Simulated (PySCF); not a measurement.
Unknowns

Equivalent nuclei averaged, no solvent, no relativistic terms, one computed conformer. PBE0/pcSseg-1 with gauge-including orbitals; PBE0-D3(BJ)/def2-SVP structure; J couplings at B3LYP/pcJ-1 (spin–dipole term left out of most H,H and C,H couplings); PySCF 2.14.0 with density-fitted response routines.

Referencing at the same level of theory: TMS for 1H (σref 31.27) and 13C (σref 184.41). Multiplet labels drop J under 1 Hz and among equivalent protons, and merge close values. Unscaled 3J(H,H) run several per cent high. One-bond C–F couplings are unscaled and too large by tens of Hz. Shifts are as computed. Against solution values, carbons near 30 ppm lie about +2 ppm off and those near 130 ppm about +5 ppm. Of 1211 compounds with measured shifts, 218 miss one by over three times the rms of a fit or turn the order of signals round; such compounds aren't used in these exercises.

**Question.** C5H7N. 1H NMR (400 MHz, computed): δ 5.88 (dqt, J = 12.4, 8.3, 2.2 Hz, 1H), 5.52 (dtq, J = 12.4, 8.9, 2.6 Hz, 1H), 2.89 (ddq, J = 8.9, 2.2, 1.2 Hz, 2H), 1.76 (ddt, J = 8.3, 2.6, 1.2 Hz, 3H). 13C{1H} NMR (computed): δ 138.4 (CH), 126.9 (CH), 121.9 (C), 16.4 (CH2), 15.0 (CH3). Give a structure.

**Answer.** `C/C=C\CC#N`. Rings plus π bonds: 3 (no ring in the answer). 5 carbon signals for 5 carbons: no two carbons are equivalent. Carbon types of the structure: 1 × C, 2 × CH, 1 × CH2, 1 × CH3, which accounts for all hydrogens. δC 138.4, 126.9: alkene CH; the olefinic region. δC 121.9: nitrile carbon; typical of a nitrile. δH 2.89: hydrogen on an allylic sp3 CH2; allylic position. δH 1.76: hydrogen on an allylic methyl carbon; allylic position. The protons at 5.88 and 5.52 share a coupling of 12.4 Hz (vicinal, cis across C=C). The protons at 5.52 and 2.89 share a coupling of 8.9 Hz (vicinal). The protons at 1.76 and 5.88 share a coupling of 8.3 Hz (vicinal).

This is the structure that produced the data.

**Question.** C6H9F. 1H NMR (600 MHz, computed): δ 6.29 (ddd, J = 19.0, 12.4, 1.5 Hz, 1H), 5.76 (d of d of quint, J = 19.0, 5.2, 1.2 Hz, 1H), 5.73 (qdq, J = 8.9, 2.6, 1.0 Hz, 1H), 5.42 (d of d of sext, J = 12.4, 3.9, 1.2 Hz, 1H), 5.13 (dd, J = 54.8, 1.0 Hz, 2H), 1.95 (ddt, J = 8.9, 5.0, 1.3 Hz, 3H). 13C{1H} NMR (computed): δ 146.8 (CH), 142.1 (C, d, J = 13.6 Hz), 140.3 (CH, d, J = 6.7 Hz), 122.4 (CH2), 76.8 (CH2, d, J = 231.4 Hz), 16.5 (CH3). Give a structure.

**Answer.** SMILES C=C/C(=C/C)CF. Rings plus π bonds: 2 (no ring in the answer). 6 carbon signals for 6 carbons: no two carbons are equivalent. Carbon types of the structure: 1 × C, 2 × CH, 2 × CH2, 1 × CH3, which accounts for all hydrogens. δC 146.8, 140.3: alkene CH; the olefinic region. δC 142.1: fully substituted alkene carbon; the olefinic region. δC 122.4: terminal =CH2 carbon; the olefinic region. δC 76.8: allylic sp3 CH2 bonded to F; pulled downfield by the heteroatom. The protons at 5.76 and 6.29 share a coupling of 19.0 Hz (vicinal, trans across C=C). The protons at 5.42 and 6.29 share a coupling of 12.4 Hz (vicinal, cis across C=C). The protons at 5.73 and 1.95 share a coupling of 8.9 Hz (vicinal).

The shifts were computed for this structure.
